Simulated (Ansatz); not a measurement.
```yaml
crystal:
  periodic: [false, false, false]
  atoms:
    - {symbol: C, position_ang: [-0.347566, -0.860801, -2.625835]}
    - {symbol: O, position_ang: [-0.520706, -1.380482, -1.323833]}
    - {symbol: Ge, position_ang: [0.046055, -0.490482, 0.087851]}
    - {symbol: C, position_ang: [-0.169891, -1.662122, 1.606428]}
    - {symbol: Cl, position_ang: [2.166697, -0.082479, -0.166322]}
    - {symbol: Se, position_ang: [-1.080069, 1.564230, 0.140693]}
    - {symbol: C, position_ang: [0.202707, 2.544282, 1.246121]}
    - {symbol: H, position_ang: [0.711510, -0.818847, -2.901353]}
    - {symbol: H, position_ang: [-0.863329, -1.529147, -3.317987]}
    - {symbol: H, position_ang: [-0.773089, 0.143874, -2.726616]}
    - {symbol: H, position_ang: [-1.224334, -1.919343, 1.708310]}
    - {symbol: H, position_ang: [0.417727, -2.565754, 1.443650]}
    - {symbol: H, position_ang: [0.172037, -1.162183, 2.512158]}
    - {symbol: H, position_ang: [1.192154, 2.490453, 0.798852]}
    - {symbol: H, position_ang: [0.214978, 2.152940, 2.260836]}
    - {symbol: H, position_ang: [-0.144880, 3.575890, 1.257027]}
basis:
  gaussian: {orbitals: aug-cc-pVDZ}
hamiltonian: {xc: {name: r2SCANh}}
```

```sh
$ ansatz run in.yaml --threads 4 --pin off --events-out ev --progress --plain --max-ram 66560MiB --backend cpu
```

It prints (some lines left out):

```
Functional definition: r2SCANh
2689 factors; their error is unknown
mean field evaluation 1: about -139675.0546 eV, gradient 8.7e1 eV
mean field evaluation 2: about -139649.3441 eV, gradient 1.3e2 eV
mean field evaluation 4: about -139692.1574 eV, gradient 8.8e0 eV
mean field evaluation 8: about -139692.3294 eV, gradient 2.6e-1 eV
mean field evaluation 16: about -139692.4683 eV, gradient 6.4e-4 eV
mean field -139692.46829751 eV, -5133.6035229778 hartree, gradient 3.3e-5 eV, S^2 0.000000; 0 other end points of the search recorded, 0 dependent functions left out
reference -139692.46833325 eV, -5133.6035242909 hartree; 59, 59 occupied and 213, 213 virtual orbitals, 2689 factors
Total energy: -139692.46833325 eV, -5133.6035242909 hartree
```

It took 24 s on 4 threads of a server CPU on a shared host, with 1.6 GiB of host memory at the peak.
